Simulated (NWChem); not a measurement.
Program: NWChem. System: C2H4F2Si2, charge 0, spin multiplicity 1, at a geometry optimised with PBE0/def2-SVP. The structure started from a generated list of species. Level: MP2/def2-SVP, 14 core orbitals frozen.

Job file:

```
start mol
memory heap 200 mb stack 800 mb global 1000 mb
geometry units angstroms nocenter noautoz noautosym
  F     -2.125081     0.505752     0.985560
  C     -0.882593     0.464189     0.522877
  C      0.100967     1.308216     0.911613
  Si     1.620667     0.710597    -0.028366
  Si    -0.122880    -0.616312    -0.824754
  F     -0.144513    -2.220299    -0.543571
  H     -0.060392     2.124469     1.626070
  H      2.660312     0.061458     0.824040
  H      2.269691     1.723027    -0.914893
  H     -0.722526    -0.432461    -2.176382
end
basis spherical
  * library def2-svp
end
scf
  rhf
  nopen 0
  maxiter 100
  thresh 1e-7
  semidirect memsize 60000000 filesize 0
end
mp2
  freeze core 14
end
task mp2 energy
```

Output (cleaned and shortened):

```
             Northwest Computational Chemistry Package (NWChem) 7.3.0
             --------------------------------------------------------

                                NWChem Input Module
                                -------------------

 Scaling coordinates for geometry "geometry" by  1.889725989
 (inverse scale =  0.529177249)

                             Geometry "geometry" -> ""
                             -------------------------

 Output coordinates in angstroms (scale by  1.889725989 to convert to a.u.)

  No.       Tag          Charge          X              Y              Z
 ---- ---------------- ---------- -------------- -------------- --------------
    1 F                    9.0000    -2.12508100     0.50575200     0.98556000
    2 C                    6.0000    -0.88259300     0.46418900     0.52287700
    3 C                    6.0000     0.10096700     1.30821600     0.91161300
    4 Si                  14.0000     1.62066700     0.71059700    -0.02836600
    5 Si                  14.0000    -0.12288000    -0.61631200    -0.82475400
    6 F                    9.0000    -0.14451300    -2.22029900    -0.54357100
    7 H                    1.0000    -0.06039200     2.12446900     1.62607000
    8 H                    1.0000     2.66031200     0.06145800     0.82404000
    9 H                    1.0000     2.26969100     1.72302700    -0.91489300
   10 H                    1.0000    -0.72252600    -0.43246100    -2.17638200

 Effective nuclear repulsion energy (a.u.)     350.1578704013

            Nuclear Dipole moment (a.u.)
            ----------------------------
        X                 Y               Z
 ---------------- ---------------- ----------------
     0.0000018897    -0.0000188973    -0.0000075589


 Summary of "ao basis" -> "" (spherical)
 ------------------------------------------------------------------------------
       Tag                 Description            Shells   Functions and Types
 ---------------- ------------------------------  ------  ---------------------
 *                          def2-svp                  on all atoms

 Summary of "ao basis" -> "ao basis" (spherical)
 ------------------------------------------------------------------------------
       Tag                 Description            Shells   Functions and Types
 ---------------- ------------------------------  ------  ---------------------
 F                          def2-svp                 6       14   3s2p1d
 C                          def2-svp                 6       14   3s2p1d
 Si                         def2-svp                 8       18   4s3p1d
 H                          def2-svp                 3        5   2s1p

                                 NWChem SCF Module
                                 -----------------

  ao basis        = "ao basis"
  functions       =   112
  atoms           =    10
  closed shells   =    31
  open shells     =     0
  charge          =   0.00
  wavefunction    = RHF
  use symmetry    = F
  symmetry adapt  = F

 Summary of "ao basis" -> "ao basis" (spherical)
 ------------------------------------------------------------------------------
       Tag                 Description            Shells   Functions and Types
 ---------------- ------------------------------  ------  ---------------------
 F                          def2-svp                 6       14   3s2p1d
 C                          def2-svp                 6       14   3s2p1d
 Si                         def2-svp                 8       18   4s3p1d
 H                          def2-svp                 3        5   2s1p

 Forming initial guess at       0.1s

      Superposition of Atomic Density Guess
      -------------------------------------

 Sum of atomic energies:        -853.30884850

      Non-variational initial energy
      ------------------------------

 Total energy =    -855.628017
 1-e energy   =   -1879.547350
 2-e energy   =     673.761463
 HOMO         =      -0.294304
 LUMO         =      -0.004977

 Starting SCF solution at       2.2s

 ----------------------------------------------
         Quadratically convergent ROHF

 Convergence threshold     :          1.000E-07
 Maximum no. of iterations :          100
 Final Fock-matrix accuracy:          1.000E-09
 ----------------------------------------------

              iter       energy          gnorm     gmax       time
             ----- ------------------- --------- --------- --------
                 1     -854.3149634654  1.16D+00  1.35D-01      2.4
                 2     -854.3990727053  4.01D-01  6.48D-02      2.8
                 3     -854.4139886206  2.29D-02  2.71D-03      3.3
                 4     -854.4140608326  3.30D-04  9.36D-05      4.3
                 5     -854.4140608595  3.29D-08  5.57D-09      6.0

       Final RHF  results
       ------------------

         Total SCF energy =   -854.414060859482
      One-electron energy =  -1881.951198426126
      Two-electron energy =    677.379267165385
 Nuclear repulsion energy =    350.157870401259

        Time for solution =      3.8s

             Final eigenvalues
             -----------------

              1
    1  -68.8166
    2  -68.7716
    3  -26.3095
    4  -26.2796
    5  -11.3363
    6  -11.2537
    7   -6.1824
    8   -6.1442
    9   -4.2937
   10   -4.2922
   11   -4.2919
   12   -4.2544
   13   -4.2542
   14   -4.2537
   15   -1.6152
   16   -1.5549
   17   -1.0622
   18   -0.8243
   19   -0.7952
   20   -0.7227
   21   -0.7026
   22   -0.6992
   23   -0.6867
   24   -0.6653
   25   -0.6588
   26   -0.5888
   27   -0.5113
   28   -0.5051
   29   -0.4728
   30   -0.4033
   31   -0.3938
   32    0.1048
   33    0.1320
   34    0.1437
   35    0.1498
   36    0.1916
   37    0.2016
   38    0.2351
   39    0.2541
   40    0.2886
   41    0.3257

                       ROHF Final Molecular Orbital Analysis
                       -------------------------------------

 Vector   29  Occ=2.000000D+00  E=-4.727793D-01
              MO Center= -2.6D-01,  3.7D-01, -7.3D-02, r^2= 3.8D+00
   Bfn.  Coefficient  Atom+Function         Bfn.  Coefficient  Atom+Function
  ----- ------------  ---------------      ----- ------------  ---------------
    17      0.305267   2 C  s                19     -0.216699   2 C  py
    70      0.212975   5 Si pz              108     -0.209555  10 H  s
    20     -0.202597   2 C  pz               31     -0.193659   3 C  s
    93      0.181916   7 H  s                33      0.173637   3 C  py
    34      0.157478   3 C  pz

 Vector   30  Occ=2.000000D+00  E=-4.033342D-01
              MO Center=  6.9D-01,  9.4D-02, -3.6D-01, r^2= 3.1D+00
   Bfn.  Coefficient  Atom+Function         Bfn.  Coefficient  Atom+Function
  ----- ------------  ---------------      ----- ------------  ---------------
    68      0.275111   5 Si px               51     -0.189582   4 Si py
    71      0.181606   5 Si px               54     -0.176019   4 Si py
    52     -0.172130   4 Si pz               55     -0.159799   4 Si pz
    63      0.154459   5 Si s

 Vector   31  Occ=2.000000D+00  E=-3.938392D-01
              MO Center= -1.2D-01,  8.2D-01,  5.4D-01, r^2= 2.9D+00
   Bfn.  Coefficient  Atom+Function         Bfn.  Coefficient  Atom+Function
  ----- ------------  ---------------      ----- ------------  ---------------
    34      0.256777   3 C  pz               19     -0.229617   2 C  py
    20      0.226903   2 C  pz               37      0.227001   3 C  pz
    33     -0.223948   3 C  py               36     -0.172833   3 C  py
    22     -0.158758   2 C  py               23      0.151722   2 C  pz

 Vector   32  Occ=0.000000D+00  E= 1.048104D-01
              MO Center= -1.7D-01,  3.5D-01,  1.1D-01, r^2= 3.8D+00
   Bfn.  Coefficient  Atom+Function         Bfn.  Coefficient  Atom+Function
  ----- ------------  ---------------      ----- ------------  ---------------
    72      0.686914   5 Si py               37      0.427918   3 C  pz
    36     -0.382036   3 C  py              109     -0.377659  10 H  s
    22      0.304054   2 C  py               81      0.287263   6 F  s
    17     -0.268303   2 C  s                64      0.268608   5 Si s
    34      0.243586   3 C  pz               23     -0.225714   2 C  pz

 Vector   33  Occ=0.000000D+00  E= 1.320246D-01
              MO Center=  1.1D+00,  4.5D-01, -2.3D-01, r^2= 5.1D+00
   Bfn.  Coefficient  Atom+Function         Bfn.  Coefficient  Atom+Function
  ----- ------------  ---------------      ----- ------------  ---------------
    54      1.076828   4 Si py               31     -0.910639   3 C  s
    99      0.600375   8 H  s                71      0.547417   5 Si px
    53     -0.393833   4 Si px               64      0.386180   5 Si s
    72      0.369361   5 Si py               55      0.356414   4 Si pz
    35     -0.285477   3 C  px               94      0.269835   7 H  s

 Vector   34  Occ=0.000000D+00  E= 1.436708D-01
              MO Center=  1.0D+00,  3.6D-01, -1.1D-01, r^2= 4.6D+00
   Bfn.  Coefficient  Atom+Function         Bfn.  Coefficient  Atom+Function
  ----- ------------  ---------------      ----- ------------  ---------------
    55      1.146771   4 Si pz               99     -0.717830   8 H  s
    31     -0.661166   3 C  s               104      0.626035   9 H  s
    72     -0.318012   5 Si py               71      0.298943   5 Si px
    64      0.288091   5 Si s                22      0.276173   2 C  py
    46      0.270648   4 Si s                23     -0.245233   2 C  pz

 center of mass
 --------------
 x =  -0.09938251 y =  -0.07998888 z =   0.01699616

 moments of inertia (a.u.)
 ------------------
         782.910547150588         -73.935862012524         141.134900617615
         -73.935862012524         883.535891934162        -236.469166126772
         141.134900617615        -236.469166126772        1199.851775662631

  Mulliken analysis of the total density
  --------------------------------------

    Atom       Charge   Shell Charges
 -----------   ------   -------------------------------------------------------
    1 F    9     9.31   1.99  1.13  0.80  3.34  2.04  0.01
    2 C    6     5.94   1.99  0.90  0.33  1.88  0.74  0.09
    3 C    6     6.37   1.99  0.88  0.40  1.98  1.08  0.03
    4 Si  14    13.54   2.00  1.99  0.95  0.20  5.94  1.25  0.99  0.23
    5 Si  14    13.12   2.00  1.99  0.94  0.12  5.94  1.15  0.63  0.34
    6 F    9     9.48   1.99  1.11  0.83  3.34  2.20  0.01
    7 H    1     0.91   0.73  0.16  0.03
    8 H    1     1.10   0.74  0.35  0.01
    9 H    1     1.11   0.74  0.36  0.01
   10 H    1     1.12   0.74  0.36  0.01

       Multipole analysis of the density wrt the origin
       ------------------------------------------------

     L   x y z        total         open         nuclear
     -   - - -        -----         ----         -------
     0   0 0 0      0.000000      0.000000     62.000000

     1   1 0 0      0.605746      0.000000      0.000002
     1   0 1 0      0.657120      0.000000     -0.000019
     1   0 0 1     -0.279072      0.000000     -0.000008

     2   2 0 0    -38.501747      0.000000    340.338035
     2   1 1 0      0.421770      0.000000     46.391311
     2   1 0 1      0.807423      0.000000    -64.257871
     2   0 2 0    -39.609294      0.000000    279.582368
     2   0 1 1      0.838566      0.000000    120.216076
     2   0 0 2    -36.131031      0.000000    130.197290

                   NWChem MP2 Semi-direct Energy/Gradient Module
                   ---------------------------------------------

  Basis functions       =    112
  Molecular orbitals    =    112
  Frozen core           =     14
  Frozen virtuals       =      0
  Active alpha occupied =     17
  Active beta occupied  =     17
  Active alpha virtual  =     81
  Active beta virtual   =     81
  Use MO symmetry       = F
  Use skeleton AO sym   = F

  AO/Fock/Back tols     =   1.0D-09  1.0D-09  1.0D-09

 GA uses MA = F    GA memory limited = T

 Available:
  local mem=  1.15D+08
 global mem=  1.31D+08
 local disk=  0.00D+00
  mp2_memr nvloc                    81
  nvloc new                    81
   1 passes of  17:        3145728                      60703                  27255553.
   1 passes of  17: M    114683684           G      131046912           F     111537956.

 Semi-direct pass number   1 of   1  for RHF alpha+beta  at        6.1s
  vrange nnbf                  5817
  mp2_eaftype                   103  avail_ma_in_mb                   999
 EAF : mp2_eaftype filesize         103   13627776.
  mp2_eaf for mointskh                    103
Node 0 wrote     64.1 Mb in      0.0 s     Agg I/O rate:  1720.9 Mb/s
 Done moints_semi at       11.3s
  mp2_eaftype                   103  avail_ma_in_mb                   896
 EAF : mp2_eaftype filesize         103   13627776.
  mp2_eaf for kh                   103
 Done maket at       11.8s
 Done multipass loop at       11.8s

          -------------------------------------------
          SCF energy                -854.414060859482
          Correlation energy          -0.807256861672
          Singlet pairs               -0.501885182251
          Triplet pairs               -0.305371679421
          Total MP2 energy          -855.221317721154
          -------------------------------------------

          ---------------------------------------------------
                    Spin Component Scaled (SCS) MP2
          Same spin pairs                     -0.203581119614
          Same spin scaling factor             0.333333333333
          Opposite spin pairs                 -0.603675742058
          Opposite spin scaling fact.          1.200000000000
          SCS-MP2 correlation energy          -0.792271263675
          Total SCS-MP2 energy              -855.206332123156
          ---------------------------------------------------

 -----------------------
 Performance information
 -----------------------

 Timer overhead =  2.37D-07 seconds/call

               Nr. of calls         CPU time (s)                 Wall time (s)                GFlops
             ---------------    -------------------     ------------------------------   -------------------
Name         Min   Avg   Max    Min     Avg     Max     Min     Avg     Max   Mx/calls   Min     Max     Sum
mp2: moin     1     1     1    5.3     5.3     5.3      5.3     5.3     5.3     5.3      0.0     0.0     0.0
mp2: make     1     1     1   0.47    0.47    0.47     0.47    0.47    0.47    0.47      0.0     0.0     0.0
mp2: tota     1     1     1    5.8     5.8     5.8      5.8     5.8     5.8     5.8      0.0     0.0     0.0

 The average no. of pstat calls per process was 3.00D+00
 with a timing overhead of 7.11D-07s

 Task  times  cpu:       11.8s     wall:       11.8s

 Total times  cpu:       11.8s     wall:       11.8s
```
